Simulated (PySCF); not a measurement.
Species: CH10BGe2N.
SMILES with atom numbers: `[BH2:1][NH:2][GeH2:3][CH2:4][GeH3:5]` (hydrogens: H6, H7 on B1; H8 on N2; H9, H10 on Ge3; H11, H12 on C4; H13, H14, H15 on Ge5)

A GFN2-xTB structure was refined with PBE0-D3(BJ)/def2-SVP geometry optimisation, gas phase in PySCF 2.14.0. Its GFN2-xTB values:

```json
{"coordinate": "B1–N2", "GFN2-xTB": "1.391 Å"}
{"coordinate": "B1–H6", "GFN2-xTB": "1.173 Å"}
{"coordinate": "N2–Ge3", "GFN2-xTB": "1.836 Å"}
{"coordinate": "N2–H8", "GFN2-xTB": "1.012 Å"}
{"coordinate": "Ge3–C4", "GFN2-xTB": "1.965 Å"}
{"coordinate": "Ge3–H9", "GFN2-xTB": "1.513 Å"}
{"coordinate": "C4–Ge5", "GFN2-xTB": "1.965 Å"}
{"coordinate": "C4–H11", "GFN2-xTB": "1.090 Å"}
{"coordinate": "Ge5–H13", "GFN2-xTB": "1.489 Å"}
{"coordinate": "B1–N2–Ge3", "GFN2-xTB": "131.3°"}
{"coordinate": "N2–Ge3–C4", "GFN2-xTB": "111.2°"}
{"coordinate": "Ge3–C4–Ge5", "GFN2-xTB": "113.0°"}
{"coordinate": "B1–N2–Ge3–C4", "GFN2-xTB": "-12°"}
{"coordinate": "N2–Ge3–C4–Ge5", "GFN2-xTB": "-66°"}
```

Problem. How do these coordinates change at the PBE0-D3(BJ)/def2-SVP level?

Solution. 
```
   coordinate  PBE0-D3(BJ)/def2-SVP (Å or °)  change
      Ge5–H13                          1.537  +0.048
        B1–H6                          1.212  +0.039
       Ge3–H9                          1.542  +0.029
       N2–Ge3                          1.863  +0.027
       Ge3–C4                          1.945  -0.020
       C4–H11                          1.101  +0.011
       C4–Ge5                          1.959  -0.006
        B1–N2                          1.395  +0.004
        N2–H8                          1.015  +0.003
    B1–N2–Ge3                          125.6    -5.7
    N2–Ge3–C4                          109.2    -2.0
   Ge3–C4–Ge5                          114.5    +1.5
 B1–N2–Ge3–C4                            -44     -32
N2–Ge3–C4–Ge5                            -50     +16
```

The energy falls by 15.9 kJ/mol over 18 energy and gradient evaluations, the largest force component goes from 0.0165 to 3.3e-04 Eh/bohr, and the atoms move by 0.323 Å rms after alignment. The bond that changes most is Ge5–H13 (ends: germanium bonded to C and 3 H; Ge–H hydrogen), which lengthens by 0.048 Å. Bonds longer at the end by more than 0.005 Å: 10 of 14; shorter: 2. Among the dihedrals that turn most is H8–N2–Ge3–H10, from -69° to -101°. Rotational constants go from 3117, 961.2, 792.0 to 3034, 987.2, 810.9 MHz.

The run used 156 basis functions and 116 SCF cycles in all. The run took 4.1 min on an Arm Neoverse V2 with one thread (shared host).

PBE0-D3(BJ)/def2-SVP frequencies: not computed here. The numbers are those of one conformer.
